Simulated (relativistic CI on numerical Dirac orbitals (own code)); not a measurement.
**Radial parameters of Ru XXXIV**

Method of calculation: Dirac-Coulomb-Breit CI, separate exchange-only KLI orbitals for each configuration, QED by a radiative potential, unscaled Slater integrals (own radial code, finite nucleus).

Slater integrals F^k, G^k are unscaled and averaged over j, outside the closed core [Ne]; ζ comes from projecting the Hamiltonian with its Breit term on Σ l·s of the shell.

- 3p: ζ(3p) = 178460 cm⁻¹; <r>(3p) = 0.3339, <r^2>(3p) = 0.1286 (bohr units).
- 3d: ζ(3d) = 22380 cm⁻¹; <r>(3d) = 0.294, <r^2>(3d) = 0.09947 (bohr units).
- 4p: ζ(4p) = 72044 cm⁻¹; <r>(4p) = 0.6312, <r^2>(4p) = 0.4524 (bohr units).

Averages of the first 10 configurations, taken without configuration mixing, which lowers the lowest level and can move excited configurations by several eV; other configurations of the list can lie among them:

```csv
Configuration,Parity,States,Average energy above the lowest level (eV)
3s,even,2,0.0
3p,odd,6,97.3
3d,even,10,210.4
4s,even,2,922.1
4p,odd,6,961.9
4d,even,10,1005.1
4f,odd,14,1026.0
5s,even,2,1329.3
5p,odd,6,1349.2
5d,even,10,1370.4
```
